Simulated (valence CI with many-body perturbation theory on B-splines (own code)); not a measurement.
Kr5+: key properties

Computed by valence CI with perturbative core correlation (CI+MBPT): three valence electrons over a frozen Dirac-Fock core [Ar] 3d10, a basis of 11 s, 11 p, 9 d, 7 f, 5 g, 2 h, 1 i functions for each j, with the one-electron correlation potential Σ1 (screened to all orders), the two-electron term Σ2, the three-electron term Σ3, Breit, model QED; selected single and double excitations, second order for the rest, scaled by the run's own slope (own B-spline code, finite nucleus).

Set against measurement, 39 paired levels are off by 174 cm⁻¹ on average, the worst by 872. These come from a selection out of Saloman, J. Phys. Chem. Ref. Data 36, 215 (2007). Levels without a partner in it may be off by more. 4 measured levels below the end of the list, from 390595 cm⁻¹ on, found no clear computed partner, and computed levels of the same name lie up to 2816 cm⁻¹ from them.

Rates and lifetimes use the calculated energies. Strong lines usually hold to 10 to 20 %, long lifetimes can be off by a factor of two.

Q: What is the ground level?

A: 4s2 4p 2P°_1/2, composition 97 % 4s2 4p 2P°, g = 0.666.

Q: Where does the other parity begin?

A: At 4s 4p2 4P_1/2, 107670 cm⁻¹.

Q: How is the term 2P° of the ground level split?

A: J = 1/2 at 0, J = 3/2 at 8104 cm⁻¹.

Q: Among levels below 462580 cm⁻¹, which E1 lines absorb most strongly from the ground level?

A: to 4s2 4d 2D_3/2 at 45.02 nm, f = 1.27; to 4s 4p2 2S_1/2 at 58.81 nm, f = 0.381; to 4s 4p2 2P_3/2 at 54.38 nm, f = 0.276.

Q: How well does LS coupling describe the low levels?

A: Among the lowest 20 levels the leading LS term, summed over configurations, holds 95 % on average. For single configurations the figures are 88 % in LS and 70 % in jj coupling. Terms mix most in the J = 1/2 level at 170030 cm⁻¹, where the leading one holds 78 %.
